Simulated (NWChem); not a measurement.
System: C3H6Se; SMILES C=C[Se]C

```xyz
10

C     -0.1083    -2.4149     0.1002
C     -0.5830    -1.1982    -0.1769
Se     0.4521     0.3846    -0.1494
C     -1.0044     1.6481     0.0837
H      0.9214    -2.5806     0.4303
H     -0.7479    -3.2954    -0.0065
H     -1.6216    -1.0590    -0.4989
H     -1.7421     1.5372    -0.7229
H     -0.5636     2.6524     0.0263
H     -1.4845     1.5189     1.0625
```
Atoms are numbered in this order, from 1.

Coordinates come from a PBE0/def2-SVP optimisation.

Spin-orbit effects, on the heavy nuclei and on their neighbours, are missing.

Problem. Give the principal values of the shielding tensors (ppm) of C1, C2, Se3, C4 from PBE0/pcSseg-1, GIAO (NWChem), with their diamagnetic and paramagnetic parts as GIAO splits them.

Solution. 
| atom | σ11 | σ22 | σ33 | isotropic | diamagnetic | paramagnetic |
|---|---|---|---|---|---|---|
| C1 | -55.3 | 80.5 | 159.3 | 61.5 | 255.1 | -193.6 |
| C2 | -71.4 | 46.5 | 132.2 | 35.8 | 256.8 | -221.0 |
| Se3 | 1132.5 | 1486.9 | 2080.2 | 1566.5 | 2996.3 | -1429.7 |
| C4 | 150.1 | 170.1 | 187.5 | 169.2 | 249.3 | -80.1 |
